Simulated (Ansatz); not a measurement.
C2H5AlO2S, SMILES `[OH][Al]1[CH2]SC[O]1`, 11 atoms. The species carries charge 0 and has multiplicity 1. All runs use 4 threads of an Arm Neoverse V1 on a shared host. Correlated methods freeze the cores.

Task: Give the basis size and wall time and peak host memory of each of these runs in Ansatz. RHF-CCSD(T)/def2-SVP energy; RKS PBE0-D4/def2-SVP energy; RKS SPW92 (LDA)/def2-TZVPP energy; RKS PBE0-D4/def2-TZVP relaxation (8 steps); RKS r2SCANh-D4/def2-TZVPP energy; RHF-MP2/def2-QZVPP energy; RKS PBE0-D4/def2-QZVPP energy; direct RPA on PBE orbitals/def2-TZVPP energy; RKS B3LYP-D4/def2-TZVPP energy and forces; RKS PBE0-D4/def2-TZVP frequencies; RHF-CCSD(T)/def2-TZVPP energy; RKS ωB97M-V/def2-SVP energy. (An estimate is asked.)

Result: Ansatz gave: Other jobs shared the machine, so times are rough.

| level | job | functions | wall time | peak host memory (GiB) |
| --- | --- | --- | --- | --- |
| RKS PBE0-D4/def2-SVP | energy | 117 | 1.4 s | 0.55 |
| RKS SPW92 (LDA)/def2-TZVPP | energy | 278 | 1.6 s | 0.41 |
| RKS ωB97M-V/def2-SVP | energy | 117 | 5.5 s | 0.55 |
| RKS B3LYP-D4/def2-TZVPP | energy and forces | 278 | 6.5 s | 0.92 |
| RKS r2SCANh-D4/def2-TZVPP | energy | 278 | 7 s | 0.84 |
| RHF-CCSD(T)/def2-SVP | energy | 117 | 7.5 s | 0.6 |
| direct RPA on PBE orbitals/def2-TZVPP | energy | 278 | 10 s | 0.82 |
| RKS PBE0-D4/def2-QZVPP | energy | 518 | 12 s | 2.2 |
| RHF-MP2/def2-QZVPP | energy | 518 | 28 s | 3.7 |
| RKS PBE0-D4/def2-TZVP | relaxation (8 steps) | 228 | 40 s | 0.69 |
| RKS PBE0-D4/def2-TZVP | frequencies | 228 | 3.7 min | 0.69 |
| RHF-CCSD(T)/def2-TZVPP | energy | 278 | 4.1 min | 7.7 |

B3LYP here is the variant with VWN-RPA as its local correlation; programs differ in this.
